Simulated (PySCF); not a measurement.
C4H6OSe, SMILES O1C[C@H](C1=C)[SeH]. Geometry optimised at PBE0-D3(BJ)/def2-SVP. The structure was generated by enumeration; whether it is a known compound was not checked. Other conformers were not sampled.

These are PBE0-D3(BJ)/def2-SVP (PySCF) values and carry that method's errors.

Harmonic wavenumbers (cm⁻¹): 100, 136, 200, 280, 389, 470, 650, 713, 744, 804, 823, 910, 971, 998, 1053, 1086, 1165, 1175, 1223, 1246, 1370, 1387, 1491, 1794, 2442, 3077, 3139, 3153, 3195, 3307. Rotational constants (GHz): 4.589, 1.488, 1.195; symmetry number 1.

Work out the zero-point energy and the ideal-gas rigid-rotor harmonic-oscillator thermochemistry at 298.15 K and 1 atm.

ZPE = ½ Σ hcν = ½ × 39493 cm⁻¹ = 236.22 kJ/mol. H − E(el) = 255.96 kJ/mol. Entropy in J/(mol K): translation 171.16, rotation 117.43, vibration 57.45, total 346.04. G − E(el) = 152.78 kJ/mol. Cp = 104.40 J/(mol K). Modes under 150 cm⁻¹ make the vibrational entropy uncertain.
